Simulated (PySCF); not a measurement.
## Unknown compound

An unknown has the formula C₈H₁₂F₂O. Its calculated NMR data are:

$^{1}$H NMR (500 MHz, computed): δ 2.32 (m, 1H), 1.83 (m, 3H), 1.54 (d, 3H), 1.21 (d, 3H), 0.94 (m, 1H), 0.56 (m, 1H).

$^{13}$C{$^{1}$H} NMR (computed): δ 170.2 (C), 88.1 (C), 39.4 (C), 38.4 (CH), 29.0 (CH2), 20.9 (CH3), 20.5 (CH3), 19.4 (CH3).

Theoretical values (PySCF): geometry: GFN2-xTB, σ from GIAO-PBE0/pcSseg-1. One conformer, no solvent, non-relativistic, averaged over atoms made equivalent by symmetry, fast rotation or ring inversion.

Chemical shifts δ = σref − σ; TMS for $^{1}$H, $^{13}$C, all at this level.

Problem. Propose a structure and justify it.

Solution. 
- Rings plus π bonds: 2 (1 ring in the answer).
- 8 carbon signals for 8 carbons: no two carbons are equivalent.
- Carbon types of the structure: 3 × C, 1 × CH, 1 × CH2, 3 × CH3, which accounts for all hydrogens.
- δC 170.2: carbonyl carbon.
- δC 88.1, 39.4, 29.0: three-membered-ring carbon.
- δC 38.4: sp3 CH; saturated and bonded to C and H only.
- δC 20.9, 20.5, 19.4: methyl carbon; aliphatic region, no heteroatom directly attached.
- δH 2.32, 0.56: hydrogen on a three-membered-ring carbon.
- δH 1.83, 1.54, 1.21: hydrogen on a methyl carbon.
- δH 0.94: hydrogen on an sp3 CH.

The compound is SMILES CC(C)[C@@]1(C(=O)F)C[C@]1(C)F.

This is the structure that produced the data.

Splittings by $^{19}$F in the carbon and heteronuclear signals aren't shown, as no couplings were computed. Shifts are as computed. Against solution values, carbons near 30 ppm lie about +3 ppm off and those near 130 ppm about +5 ppm. Of 1211 compounds with measured shifts, 218 miss one by over three times the rms of a fit or turn the order of signals round; such compounds aren't used in these exercises. No couplings were computed; multiplicities are counted from neighbouring protons, with m where these are inequivalent, close in shift, in a saturated or five-membered ring or joined by F or P, and br s for small geminal =CH2 splittings.
